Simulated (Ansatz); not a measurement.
Program: Ansatz. Geometries: PBE0-D4/def2-TZVP. ΔE: electronic, gas phase. CBS: MP2 limit from def2 TZ/QZ plus the TZ coupled-cluster correction, frozen cores. This one scheme is used for every species. DFT in def2-TZVPP. B3LYP here is the variant with VWN-RPA as its local correlation; programs differ in this. One conformer a species, not always the lowest.

Consider the ligand exchange at the Si–O bond: `O[Si](O)(O)O` + `O[SiH2]O` → `O[SiH2]O[Si](O)(O)O` + H₂O.

(1) Is it downhill or uphill in electronic energy at CCSD(T)/CBS, and by how much? (An estimate is asked.)

(2) What do these levels give: PBE-D4, r2SCAN-D4, PBE0-D4, B3LYP-D4, ωB97X-V, PBE, MP2/def2-TZVPP, SCS-MP2/def2-TZVPP, CCSD/def2-TZVPP, CCSD(T)/def2-TZVPP, HF/def2-QZVPP, MP2/CBS(def2)? (An estimate is asked.)

Largest T1 diagnostic among the species: 0.012.

Answers

(1) The calculation gave: Downhill: ΔE = -0.25 eV.

(2) The calculation gave: PBE-D4 -0.19, r2SCAN-D4 -0.21, PBE0-D4 -0.22, B3LYP-D4 -0.25, ωB97X-V -0.21, PBE -0.12, MP2/def2-TZVPP -0.22, SCS-MP2/def2-TZVPP -0.21, CCSD/def2-TZVPP -0.22, CCSD(T)/def2-TZVPP -0.23, HF/def2-QZVPP -0.20, MP2/CBS(def2) -0.25 eV.

The D4 term adds −0.11 eV with B3LYP and −0.07 eV with PBE0; it sums over pairs of atoms, weighted by their polarisabilities, and B3LYP, whose exchange is more repulsive, gets the larger term. In def2-TZVPP, CCSD(T) changes the Hartree–Fock value by −0.05 eV (the triples alone add −0.01 eV) and MP2 by −0.04 eV. From PBE to PBE0 (25 % exact exchange), in def2-TZVPP and without D4, ΔE moves by −0.04 eV.
